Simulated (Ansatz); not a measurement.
Ansatz (an electronic-structure program) input (PBE0/STO-3G):

Ansatz 0.2 input:
```yaml
crystal:
  periodic: [false, false, false]
  atoms:
    - {symbol: C, position_ang: [-0.06547347, -0.27621392, -0.88274398]}
    - {symbol: C, position_ang: [-1.20312415, -0.46372147, 0.01665988]}
    - {symbol: Cl, position_ang: [-2.18182911, 1.11398697, 0.12894635]}
    - {symbol: C, position_ang: [1.17386005, 0.34026456, -0.41121223]}
    - {symbol: Cl, position_ang: [2.22427000, -0.93494098, 0.44326151]}
    - {symbol: H, position_ang: [-0.14182300, -0.59831085, -1.91212415]}
    - {symbol: H, position_ang: [-0.90483894, -0.66858765, 1.04176552]}
    - {symbol: H, position_ang: [-1.91268687, -1.20723568, -0.32949217]}
    - {symbol: H, position_ang: [1.79853440, 0.72565892, -1.20956492]}
    - {symbol: H, position_ang: [1.00774485, 1.10271835, 0.34566010]}
basis:
  gaussian:
    orbitals: STO-3G
hamiltonian:
  xc: {name: PBE0}
magnetization: {spin_polarized: true, initial_magnetization: 1}
```

End of the output:

```
integrals: 0.01 GiB planned
476 factors; integrals over basis functions are off by at most 3.3e-5 eV
mean field: 0.22 GiB planned
mean field evaluation 1: about -27912.6586 eV, gradient 1.5e1 eV
mean field evaluation 2: about -27912.6426 eV, gradient 1.7e1 eV
mean field evaluation 4: about -27914.6190 eV, gradient 2.4e-1 eV
mean field evaluation 8: about -27914.6078 eV, gradient 9.8e-3 eV
mean field -27914.60783130 eV, -1025.8429165994 hartree, gradient 5.3e-5 eV, S^2 0.757010; 0 other end points of the search recorded, 0 dependent functions left out
reference -27914.60784931 eV, -1025.8429172613 hartree; 29, 28 occupied and 9, 10 virtual orbitals, 476 factors
Total energy: -27914.60784931 eV, -1025.8429172613 hartree
```

It need not be the lowest isomer of its formula.
